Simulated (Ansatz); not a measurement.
Calculated with Ansatz (gas phase, PBE0-D4/def2-TZVP geometries, no zero-point term in ΔE). CCSD(T)/CBS adds triple-zeta CCSD(T) − MP2 to the extrapolated MP2 energy (def2 sets, frozen cores). Functionals use def2-TZVPP. B3LYP here is the variant with VWN-RPA as its local correlation; programs differ in this. For Br, Ge outer-core shells are correlated without core-valence functions, which leaves a few kJ/mol of doubt a bond. Scalar relativity is left out up to krypton. One conformer a species, not always the lowest.

Reaction (redistribution): `[CH3][Ge]([F])([SiH3])[Cl]` + `[SH][Al]([Br])[Br]` → `[F][Ge]([SiH3])([SH])[Cl]` + `[CH3][Al]([Br])[Br]`

(1) Is it downhill or uphill in electronic energy at CCSD(T)/CBS, and by how much? (Best estimate.)

(2) What do these levels give: B3LYP-D4, ωB97X-V, PBE, r2SCAN, B3LYP, MP2/def2-TZVPP, CCSD/def2-TZVPP, CCSD(T)/def2-TZVPP, SCS-MP2/def2-QZVPP, HF/CBS(def2), MP2/CBS(def2), CCSD/CBS(def2)? (Best estimate.)

Largest T1 diagnostic among the species: 0.012.

Results:

(1) Ansatz gave: Uphill: ΔE = +54.9 kJ/mol.

(2) Computed: B3LYP-D4 47.4, ωB97X-V 51.5, PBE 45.6, r2SCAN 49.9, B3LYP 47.2, MP2/def2-TZVPP 55.6, CCSD/def2-TZVPP 55.7, CCSD(T)/def2-TZVPP 54.8, SCS-MP2/def2-QZVPP 55.1, HF/CBS(def2) 54.7, MP2/CBS(def2) 55.7, CCSD/CBS(def2) 55.8 kJ/mol.

From PBE to PBE0 (25 % exact exchange), in def2-TZVPP and without D4, ΔE moves by +4.0 kJ/mol.
